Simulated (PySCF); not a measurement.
CdS (SMILES [S]=[Cd]), singlet, at a GFN2-xTB geometry (such geometries of metal compounds can be far from the true shape) (core potentials on Cd). Base run: BHANDHLYP/def2-SVP, TDA in PySCF.

Here is a job for PySCF.
```python
from pyscf import gto, scf, dft, tdscf

mol = gto.M(
    atom='''
Cd   -0.000000   -0.000000   -0.559200
S     0.000000    0.000000    1.677600
''',
    basis='def2-svp',
    ecp={'Cd': 'def2-svp'},
    charge=0,
    spin=0,
    verbose=4,
)

mf = dft.RKS(mol)
mf.xc = 'bhandhlyp'
mf.kernel()
td = mf.TDA()
td.nstates = 5
td.kernel()
td.analyze(verbose=3)
```

Each row names what was changed in the base input (with any setting that the change needs).

```csv
change,first excitation (eV),oscillator strength of the first,second (eV),core-seconds (rough)
base,0.76,0.003,0.76,5
nstates = 2,0.76,0.003,0.76,3
functional = pbe0,0.73,0.003,0.73,6
functional = blyp,0.60,0.002,0.60,5
functional = pbe,0.65,0.002,0.65,5
functional = hf,1.08,0.005,1.08,1
guess vectors = 13 for 5 states,0.76,0.003,0.76,7
nstates = 10,0.76,0.003,0.76,10
functional = m062x,0.61,0.002,0.61,20
functional = camb3lyp,0.75,0.003,0.75,7
```

An iterative solver can miss low states, so a row lists the states that it found.
